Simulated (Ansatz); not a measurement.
## Ansatz (development build ahead of 0.2.0) run

```yaml
crystal:
  periodic: [false, false, false]
  atoms:
    - { symbol: H, position_ang: [2.25958, -0.07919, 0.08066] }
    - { symbol: H, position_ang: [2.22984, -0.07297, -0.08088] }
    - { symbol: H, position_ang: [0.14951, 2.32679, 0.62208] }
    - { symbol: H, position_ang: [0.17515, 2.31659, -0.60753] }
    - { symbol: H, position_ang: [-2.44677, 0.01653, 0.13365] }
    - { symbol: H, position_ang: [-1.97701, -0.08688, -0.34153] }
    - { symbol: H, position_ang: [-0.10251, -2.0105, 0.24404] }
    - { symbol: H, position_ang: [0.08192, -2.0156, -0.22097] }
basis:
  gaussian: { orbitals: def2-SVP }
hamiltonian:
  xc: hf
output:
  forces: true
```

The input is written out in the form of the current development build from the run's settings.

Results

```json
{"Converged": "yes", "Total energy": "-2.57185 hartree"}
```

Forces (eV/Å):
```csv
atom,Fx,Fy,Fz
H1,90.300,-18.894,490.388
H2,-90.287,18.886,-490.390
H3,0.118,-0.035,-5.524
H4,-0.110,0.062,5.523
H5,-2.417,0.530,2.416
H6,2.375,-0.524,-2.415
H7,-8.674,0.224,21.868
H8,8.696,-0.248,-21.867
```

Caution: stretched shape with no unrestricted run beside it, a lower state can exist.
